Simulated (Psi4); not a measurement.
H3AlO3 (SMILES [OH][Al]([OH])[OH]), singlet, geometry from GFN2-xTB (such geometries of metal compounds can be far from the true shape); B3LYP/6-31G* in Psi4 1.11.

Here is a job for Psi4.
```
memory 2 GB

molecule mol {
0 1
  Al   -0.000000   -0.000000   -0.000000
  O    -1.085972   -1.252179    0.078153
  H    -1.933250   -1.437980   -0.301823
  O    -0.334242    1.331109   -0.932644
  H     0.106985    2.144434   -1.134150
  O     1.420214   -0.078930    0.854492
  H     1.826265   -0.706455    1.435973
}

set basis 6-31g*
set reference rks
set scf_type pk
set puream true
set d_convergence 1e-8
set dft_radial_points 99
set dft_spherical_points 590

energy('b3lyp')
print_variables()
```

### Question
Write the output that Psi4 gives for this input, abridged.

### Answer

```
   => Loading Basis Set <=

    Name: 6-31G*
    Role: ORBITAL
    Keyword: BASIS

         ---------------------------------------------------------
                                   SCF
               by Justin Turney, Rob Parrish, Andy Simmonett
                          and Daniel G. A. Smith
                              RKS Reference
         ---------------------------------------------------------

  ==> Geometry <==

    Molecular point group: c1
    Full point group: C1

    Geometry (in Angstrom), charge = 0, multiplicity = 1:

       Center              X                  Y                   Z               Mass
    ------------   -----------------  -----------------  -----------------  -----------------
         AL          -0.000000000000     0.000000012923    -0.000000205090    26.981538530000
         O           -1.085972000000    -1.252178987077     0.078152794910    15.994914619570
         H           -1.933250000000    -1.437979987077    -0.301823205090     1.007825032230
         O           -0.334242000000     1.331109012923    -0.932644205090    15.994914619570
         H            0.106985000000     2.144434012923    -1.134150205090     1.007825032230
         O            1.420214000000    -0.078929987077     0.854491794910    15.994914619570
         H            1.826265000000    -0.706454987077     1.435972794910     1.007825032230

  Running in c1 symmetry.

  Rotational constants: A =      0.22485  B =      0.22485  C =      0.11242 [cm^-1]
  Rotational constants: A =   6740.70899  B =   6740.70540  C =   3370.35360 [MHz]
  Nuclear repulsion =  164.378976802193506

  Charge       = 0
  Multiplicity = 1
  Electrons    = 40
  Nalpha       = 20
  Nbeta        = 20

  ==> Algorithm <==

  SCF Algorithm Type is PK.
  DIIS enabled.
  MOM disabled.
  Fractional occupation disabled.
  Guess Type is SAD.
  Energy threshold   = 1.00e-06
  Density threshold  = 1.00e-08
  Integral threshold = 1.00e-12

  ==> Primary Basis <==

  Basis Set: 6-31G*
    Blend: 6-31G*
    Number of shells: 32
    Number of basis functions: 66
    Number of Cartesian functions: 70
    Spherical Harmonics?: true
    Max angular momentum: 2

  ==> DFT Potential <==

   => LibXC <=

    Version 7.1.2
    S. Lehtola, C. Steigemann, M. J. T. Oliveira, and M. A. L. Marques,  SoftwareX 7, 1–5 (2018) (10.1016/j.softx.2017.11.002)

   => Composite Functional: B3LYP <=

    B3LYP Hyb-GGA Exchange-Correlation Functional

    P. J. Stephens, F. J. Devlin, C. F. Chabalowski, and M. J. Frisch,  J. Phys. Chem. 98, 11623 (1994) (10.1021/j100096a001)

    Deriv               =              1
    GGA                 =           TRUE
    Meta                =          FALSE

    Exchange Hybrid     =           TRUE
    MP2 Hybrid          =          FALSE

   => Exchange Functionals <=

    0.0800   Slater exchange
    0.7200         Becke 88

   => Exact (HF) Exchange <=

    0.2000               HF

   => Correlation Functionals <=

    0.1900   Vosko, Wilk & Nusair (VWN5_RPA)
    0.8100   Lee, Yang & Parr

   => LibXC Density Thresholds  <==

    XC_HYB_GGA_XC_B3LYP:  1.00E-15

   => Molecular Quadrature <=

    Radial Scheme          =       TREUTLER
    Pruning Scheme         =           NONE
    Nuclear Scheme         =       TREUTLER

    Blocking Scheme        =         OCTREE
    BS radius alpha        =              1
    Pruning alpha          =              1
    Radial Points          =             99
    Spherical Points       =            590
    Total Points           =         392069
    Total Blocks           =           2835
    Max Points             =            256
    Max Functions          =             64
    Weights Tolerance      =       1.00E-15

  ==> Integral Setup <==

  Using in-core PK algorithm.
   Calculation information:
      Number of atoms:                   7
      Number of AO shells:              32
      Number of primitives:             84
      Number of atomic orbitals:        70
      Number of basis functions:        66

      Integral cutoff                 1.00e-12
      Number of threads:                 1

  Performing in-core PK
  Using 4890732 doubles for integral storage.
  We computed 126886 shell quartets total.
  Whereas there are 139656 unique shell quartets.

  ==> DiskJK: Disk-Based J/K Matrices <==

    J tasked:                  Yes
    K tasked:                  Yes
    wK tasked:                  No
    Schwarz Cutoff:          1E-12

  Minimum eigenvalue in the overlap matrix is 1.7796907420E-02.
  Reciprocal condition number of the overlap matrix is 4.7969289468E-03.
    Using symmetric orthogonalization.

  ==> Pre-Iterations <==

  SCF Guess: Superposition of Atomic Densities via on-the-fly atomic UHF (no occupation information).

   -------------------------
    Irrep   Nso     Nmo
   -------------------------
     A         66      66
   -------------------------
    Total      66      66
   -------------------------

  ==> Iterations <==

                        Total Energy        Delta E     RMS |[F,P]|

   @RKS iter SAD:  -469.17553910733454   -4.69176e+02   0.00000e+00
   @RKS iter   1:  -469.45988830740930   -2.84349e-01   1.88334e-02 DIIS/ADIIS
   @RKS iter   2:  -468.52573515241625    9.34153e-01   2.94530e-02 DIIS/ADIIS
   @RKS iter   3:  -470.03735402490241   -1.51162e+00   1.23612e-03 DIIS/ADIIS
   @RKS iter   4:  -470.03976525121118   -2.41123e-03   3.32741e-04 DIIS/ADIIS
   @RKS iter   5:  -470.03999323028228   -2.27979e-04   4.40972e-05 DIIS
   @RKS iter   6:  -470.03999623718704   -3.00690e-06   2.19660e-06 DIIS
   @RKS iter   7:  -470.03999624521549   -8.02845e-09   2.40074e-07 DIIS
   @RKS iter   8:  -470.03999624533202   -1.16529e-10   5.31830e-08 DIIS
   @RKS iter   9:  -470.03999624533481   -2.78533e-12   3.72964e-08 DIIS
   @RKS iter  10:  -470.03999624533651   -1.70530e-12   1.57627e-09 DIIS
  Energy and wave function converged.

  ==> Post-Iterations <==

   Electrons on quadrature grid:
      Ntotal   =   40.0000003852 ; deviation = 3.852e-07

    Orbital Energies [Eh]
    ---------------------

    Doubly Occupied:

[...]
    Virtual:

[...]
      66A      2.676034

    Final Occupation by Irrep:
              A
    DOCC [    20 ]
    NA   [    20 ]
    NB   [    20 ]

  @RKS Final Energy:  -470.03999624533651

   => Energetics <=

    Nuclear Repulsion Energy =            164.3789768021935060
    One-Electron Energy =                -978.7332475818054718
    Two-Electron Energy =                 381.3248735933211151
    DFT Exchange-Correlation Energy =     -37.0105990590456813
    Empirical Dispersion Energy =           0.0000000000000000
    VV10 Nonlocal Energy =                  0.0000000000000000
    Total Energy =                       -470.0399962453365106

Computation Completed

Properties will be evaluated at   0.000000,   0.000000,   0.000000 [a0]

Properties computed using the SCF density matrix

 Multipole Moments:

 ------------------------------------------------------------------------------------
     Multipole            Electronic (a.u.)      Nuclear  (a.u.)        Total (a.u.)
 ------------------------------------------------------------------------------------

 L = 1.  Multiply by 2.5417464519 to convert [e a0] to [Debye]
 Dipole X            :         -0.0000008           -0.0000000           -0.0000008
 Dipole Y            :         -0.0000002           -0.0000009           -0.0000012
 Dipole Z            :         -0.0000012           -0.0000004           -0.0000016
 Magnitude           :                                                    0.0000022

 ------------------------------------------------------------------------------------

  Variable Map:
  ----------------------------------------------------------------------------
[...]
  Array Variable Map:
  ----------------------------------------------------------------------------
[...]
[...]
```
